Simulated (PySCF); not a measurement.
## Relaxation of singlet CdBr₂

Method: PySCF, PBE, basis Cd def2-TZVP with ECP28, Br def2-TZVP (scalar-relativistic core potentials, no spin–orbit coupling, density fitting). A (50,194) grid was used.

A hand-made bent start, of C2v symmetry, held to at least that symmetry:

```xyz
3
charge 0 multiplicity 1, angstrom
Cd    0.0000    0.0000   -0.8329
Br    2.0479    0.0000    0.6010
Br   -2.0479    0.0000    0.6010
```

Task: What forces act on the atoms at the start (eV/Å)?

Result: 
| atom | Fx | Fy | Fz |
| --- | --- | --- | --- |
| Cd1 | 0.00 | 0.00 | 1.06 |
| Br2 | 0.16 | 0.00 | -0.53 |
| Br3 | -0.16 | 0.00 | -0.53 |

Task: What does it relax to?

Result: It ends at D∞h with Cd–Br 2.418 Å (×2); Br–Cd–Br 180.0° (after a last refinement on a finer grid). A frequency run shows a minimum. Other isomers or separated fragments may lie lower.

Task: How much energy is released, and in how many steps?

Result: 88.8 kJ/mol in 8 steps.

The relaxation took roughly 90 core-seconds on a shared host.
